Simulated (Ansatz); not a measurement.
Consider the silylene formation by 1,1-elimination: `CO[Si](O)([SiH3])Br` → `CO[SiH3]` + `O[Si]Br`.

Isolated molecules relaxed with PBE0-D4/def2-TZVP in Ansatz; ΔE leaves out vibrations. CCSD(T)/CBS adds triple-zeta CCSD(T) − MP2 to the extrapolated MP2 energy (def2 sets, frozen cores). DFT in def2-TZVPP. B3LYP here is the variant with VWN-RPA as its local correlation; programs differ in this. For Br outer-core shells are correlated without core-valence functions, which leaves a few kJ/mol of doubt a bond. Scalar relativity is left out up to krypton. One conformer a species, not always the lowest.

`CO[Si](O)([SiH3])Br`:

Cartesian coordinates in Å:
```
C 0.115 2.115 -0.212
O -0.296 0.953 -0.900
Si -0.665 -0.491 -0.244
O -1.329 -1.423 -1.400
Si 1.145 -1.637 0.681
Br -2.149 -0.112 1.399
H -0.634 2.421 0.524
H 1.070 1.958 0.301
H 0.241 2.912 -0.946
H -2.098 -1.089 -1.868
H 1.798 -0.750 1.681
H 0.668 -2.869 1.357
H 2.134 -1.989 -0.372
```

`CO[SiH3]`:

Cartesian coordinates in Å:
```
C 0.071 0.930 -0.991
O -0.697 -0.079 -0.380
Si -0.162 -0.924 0.923
H 0.295 1.745 -0.292
H -0.502 1.339 -1.825
H 1.017 0.536 -1.381
H -1.238 -1.878 1.276
H 0.119 -0.012 2.068
H 1.096 -1.656 0.603
```

`O[Si]Br`:

Cartesian coordinates in Å:
```
O -0.337 -0.649 -0.840
Si -0.435 0.938 -0.457
Br 0.665 0.981 1.550
H 0.107 -1.270 -0.253
```

CCSD(T)/CBS gives +38.3 kcal/mol.

(1) Another level gave +30.2 kcal/mol. Which?
A. PBE-D4/def2-TZVPP
B. B3LYP/def2-TZVPP
C. CCSD/def2-TZVPP
D. PBE0-D4/def2-TZVPP

Largest T1 diagnostic among the species: 0.012.

Answers

(1) B. B3LYP 30.2, PBE0-D4 41.3, CCSD/def2-TZVPP 36.3, PBE-D4 38.2 kcal/mol.

From PBE to PBE0 (25 % exact exchange), in def2-TZVPP and without D4, ΔE moves by +3.5 kcal/mol. In def2-TZVPP, CCSD(T) changes the Hartree–Fock value by +4.4 kcal/mol (the triples alone add +0.6 kcal/mol) and MP2 by +6.4 kcal/mol. The D4 term adds +5.5 kcal/mol with B3LYP and +3.1 kcal/mol with PBE0; it sums over pairs of atoms, weighted by their polarisabilities, and B3LYP, whose exchange is more repulsive, gets the larger term.
